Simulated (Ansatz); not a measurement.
Start from `N[SiH]1C=N1` and change one atom or group to get `N=C[SiH]1C=N1`.

Ansatz, PBE0-D4/def2-TZVP geometries, multiplicity 1. Each molecule was computed in one conformer, which needn't be the lowest.

| property | `N[SiH]1C=N1` |
| --- | --- |
| HOMO–LUMO gap (PBE/def2-TZVPP) / eV | 3.12 |
| HOMO energy (B3LYP/def2-TZVPP) / eV | -5.92 |
| zero-point energy (PBE0-D4/def2-TZVP) / kJ/mol | 141.5 |
| size of the dipole moment (ωB97M-V/def2-TZVPP) / D | 2.72 |
| LUMO energy (PBE0/def2-TZVPP) / eV | -0.57 |
| HOMO energy (PBE0/def2-TZVPP) / eV | -6.13 |

(1) Give the same properties after the change, and the shifts. (Estimate.)

Results:

(1) The calculation gave: 
```
                                          property  `N=C[SiH]1C=N1`  shift
               HOMO–LUMO gap (PBE/def2-TZVPP) / eV             3.03  -0.09
               HOMO energy (B3LYP/def2-TZVPP) / eV            -6.52  -0.60
    zero-point energy (PBE0-D4/def2-TZVP) / kJ/mol            155.1   13.6
size of the dipole moment (ωB97M-V/def2-TZVPP) / D             2.21  -0.51
                LUMO energy (PBE0/def2-TZVPP) / eV            -1.61  -1.04
                HOMO energy (PBE0/def2-TZVPP) / eV            -6.72  -0.59
```

With PBE0 the HOMO falls by 0.59 eV and the LUMO falls by 1.04 eV, so the gap narrows by about 0.45 eV. PBE moves the HOMO by -0.74 eV and ωB97M-V by -0.49 eV. The zero-point energy changes by 13.6 kJ/mol with +3 modes. Dipoles are sizes alone; their direction can turn.

B3LYP here is the variant with VWN-RPA as its local correlation; programs differ in this.
